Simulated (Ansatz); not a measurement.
Born–Oppenheimer molecular dynamics of C$_{2}$H$_{8}$BFO (13 atoms, charge 0, multiplicity 1). It starts from a rough guess of a transition structure, not a stationary point.

The calculation used UKS LDA/STO-3G (Ansatz).

```
ensemble                      : NVE (velocity Verlet)
time step                     : 0.5 fs
steps asked                   : 150
starting velocities drawn for : 100 K
seed                          : 552284
```

First frame:

```xyz
13
Properties=species:S:1:pos:R:3
B -0.021 0.101 -0.100
F -0.910 0.906 -1.278
C 1.134 1.044 0.421
C -1.006 -0.715 0.835
H -0.267 0.073 -1.863
O 0.520 -0.844 -1.466
H 1.779 1.382 -0.385
H 1.759 0.537 1.153
H 0.724 1.927 0.904
H -1.581 -0.039 1.460
H -0.458 -1.375 1.503
H -1.719 -1.323 0.282
H 0.045 -1.674 -1.465
```

Question: How far do the bonds stretch over the last three quarters of this one trajectory? (Pairs bonded in most of those frames.)

Answer: 
```csv
bond,mean (Å),spread (Å),shortest,longest
B1–F2,1.492,0.037,1.39,1.55
B1–C3,1.593,0.039,1.52,1.66
B1–C4,1.594,0.057,1.52,1.69
B1–O6,1.594,0.038,1.50,1.63
C3–H7,1.103,0.006,1.09,1.11
C3–H8,1.102,0.011,1.08,1.12
C3–H9,1.102,0.018,1.07,1.13
C4–H10,1.101,0.014,1.08,1.13
C4–H11,1.101,0.013,1.08,1.12
C4–H12,1.104,0.009,1.09,1.12
H5–O6,1.174,0.042,1.09,1.23
O6–H13,1.035,0.058,0.95,1.12
```

Mean temperature of the second half: 357 K. The conserved energy stayed within 0.5 meV per atom of its start (net change -0.33 meV per atom), so the integration is sound. The system heated up, since it started high on the potential surface and ran downhill. A run of 0.075 ps of so small a system gives no equilibrium averages. The orbitals stay closed-shell, which can raise the energy where a bond breaks towards radicals; this wasn't checked here. Limits of this set-up: minimal basis.

Time of the run: 8.1 min on 1 thread of Arm Neoverse N1 (shared host), peak memory 0.11 GiB.
